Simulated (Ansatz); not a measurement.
Consider the ligand exchange at a B–O bond: `NB(Cl)O[SiH3]` + HBr → `NB(Cl)Br` + `O[SiH3]`.

Isolated molecules relaxed with PBE0-D4/def2-TZVP in Ansatz; ΔE leaves out vibrations. CCSD(T)/CBS adds triple-zeta CCSD(T) − MP2 to the extrapolated MP2 energy (def2 sets, frozen cores). Functionals use def2-TZVPP. B3LYP here is the variant with VWN-RPA as its local correlation; programs differ in this. For Br outer-core shells are correlated without core-valence functions, which leaves a few kJ/mol of doubt a bond. Scalar relativity is left out up to krypton. Each species was taken in one conformer, which may not be the lowest.

Is it downhill or uphill in electronic energy at CCSD(T)/CBS, and by how much? (Best estimate.)

Computed: Uphill: ΔE = +9.8 kcal/mol.

What do these levels give: PBE-D4, BLYP-D4, PBE0-D4, B3LYP-D4, BHLYP-D4, revPBE, PBE0, r2SCANh, BHLYP, SCS-MP2/def2-TZVPP, SCS-MP2/def2-QZVPP, CCSD/CBS(def2)? (Estimate.)

Ansatz gave: PBE-D4 8.6, BLYP-D4 11.0, PBE0-D4 9.5, B3LYP-D4 11.6, BHLYP-D4 12.7, revPBE 7.4, PBE0 9.1, r2SCANh 10.1, BHLYP 12.5, SCS-MP2/def2-TZVPP 9.7, SCS-MP2/def2-QZVPP 9.5, CCSD/CBS(def2) 10.5 kcal/mol.

Largest T1 diagnostic among the species: 0.011.

From PBE to PBE0 (25 % exact exchange), in def2-TZVPP and without D4, ΔE moves by +0.9 kcal/mol. In def2-TZVPP, CCSD(T) changes the Hartree–Fock value by −3.4 kcal/mol (the triples alone add −0.6 kcal/mol) and MP2 by −5.3 kcal/mol. At CCSD(T), def2-SVP lies +3.5 kcal/mol from the extrapolated value and def2-TZVPP +0.7 kcal/mol.
